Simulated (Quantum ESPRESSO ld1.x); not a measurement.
Results of a calculation; reference values are marked as such.
Te3+, configuration [Kr] 4d10 5s2 5p1. Level of theory: scalar-relativistic Kohn-Sham, LDA (Slater exchange, VWN5 correlation), spin-polarised, spherical densities, point nucleus; open shells are filled with parallel spins first (ld1.x of Quantum ESPRESSO 7.5).

Normalised radial functions P(r) = r R(r), r in bohr:

| r | 4p down | 5s up |
|---|---|---|
| 0.001951 | 0.0038 | 0.0421 |
| 0.002603 | 0.0062 | 0.0530 |
| 0.003444 | 0.0102 | 0.0654 |
| 0.004556 | 0.0167 | 0.0794 |
| 0.006077 | 0.0274 | 0.0946 |
| 0.008041 | 0.0441 | 0.1084 |
| 0.01064 | 0.0701 | 0.1184 |
| 0.01419 | 0.1104 | 0.1200 |
| 0.01877 | 0.1669 | 0.1069 |
| 0.02484 | 0.2426 | 0.0728 |
| 0.03313 | 0.3360 | 0.0116 |
| 0.04384 | 0.4247 | -0.0690 |
| 0.058 | 0.4742 | -0.1510 |
| 0.07736 | 0.4249 | -0.1964 |
| 0.1024 | 0.2226 | -0.1552 |
| 0.1354 | -0.1337 | -0.0097 |
| 0.1806 | -0.5364 | 0.1908 |
| 0.239 | -0.7141 | 0.2922 |
| 0.3162 | -0.4484 | 0.1645 |
| 0.4218 | 0.2602 | -0.1710 |
| 0.5581 | 0.9837 | -0.4282 |
| 0.7384 | 1.2743 | -0.3259 |
| 0.9849 | 1.0175 | 0.1514 |
| 1.303 | 0.5478 | 0.6508 |
| 1.724 | 0.1954 | 0.8520 |
| 2.3 | 0.0408 | 0.6775 |
| 3.043 | 0.0048 | 0.3472 |
| 4.026 | 0.0003 | 0.1074 |
| 5.37 | 0.0000 | 0.0168 |
| 7.105 | 0.0000 | 0.0012 |

4p down: eigenvalue -145.09 eV, 2 radial nodes at r = 0.123, 0.384 bohr, <r> = 0.820 bohr, 90 % of the charge inside 1.20 bohr. 5s up: eigenvalue -43.522 eV, 4 radial nodes at r = 0.0346, 0.137, 0.368, 0.911 bohr, <r> = 1.92 bohr, 90 % of the charge inside 2.75 bohr.
